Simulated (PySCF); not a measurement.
**Which determinant of HfSe lies lowest?**

Unrestricted PBE0; basis Hf def2-TZVPP with ECP60, Se def2-TZVPP; scalar-relativistic core potentials; PySCF 2.14. Outer shells of the fragments: Hf 5d2 6s2; Se 3d10 4s2 4p4.

Followed along the bond (rough minima from three points):

```csv
2Ms+1,unpaired,⟨S²⟩ at the start,R at minimum (Å),Te (eV)
1,none,0.00,2.30,0.00
3,"σ ↑, δ ↑",2.02,2.34,0.37
1,"σ ↓, δ ↑",1.01,2.34,0.97
3,"σ ↑, π ↑",2.02,2.35,1.19
1,"σ ↓, π ↑",1.02,2.36,1.46
3,σ ↑↑,2.02,2.36,1.66
```

Solutions found at the starting distance of 2.515 Å, counted from the lowest of them; the search is not exhaustive and high or unbound solutions are not listed, so other states can lie among these:

```csv
2Ms+1,unpaired,term,E (eV),⟨S²⟩,⟨Lz²⟩,μ (D)
1,none,¹Σ⁺,0.00,0.00,0.00,-5.07
3,"σ ↑, δ ↑",³Δ,0.22,2.02,4.01,-6.61
1,"σ ↓, δ ↑",mixed,0.80,1.01,4.00,-5.74
3,"σ ↑, π ↑",³Π,0.99,2.02,1.04,-5.45
1,"σ ↓, π ↑",mixed,1.23,1.02,1.36,-5.74
3,σ ↑↑,³Σ⁺,1.44,2.02,0.00,-3.25
3,"π ↑, δ ↑",mixed,1.74,2.08,5.02,-1.28
1,"π ↓, δ ↑",mixed,1.76,1.10,5.02,-1.29
3,"π ↑, δ ↑",mixed,1.92,2.08,4.88,-6.08
5,"σ ↑, π ↑↑, δ ↑",mixed,2.26,6.01,5.92,-2.41
5,"σ ↑, π ↑↑, δ ↑",mixed,2.27,6.01,6.02,-2.46
5,"σ ↑, π ↑, δ ↑↑",⁵Π,2.34,6.01,1.13,-3.19
5,"σ ↑, π ↑↑, δ ↑",mixed,2.39,6.01,5.84,-2.21
5,"σ ↑↑, π ↑, δ ↑",mixed,2.63,6.01,5.02,-0.20
```

A term symbol is given only where ⟨S²⟩ and ⟨Lz²⟩ are close to those of a pure state; real π, δ and φ orbitals otherwise mix terms. A positive dipole means Hf(−)Se(+).

Question: Compare the gap between the two lowest followed solutions at the starting distance with the gap between their minima.

Answer: At PBE0 the second solution (triplet, unpaired electrons σ ↑, δ ↑) lies +0.22 eV from the first (singlet, closed shell) at 2.515 Å and +0.37 eV at the minima; the two curves relax by different amounts, since their minima lie near 2.34 and 2.30 Å.

Spin–orbit coupling is left out.
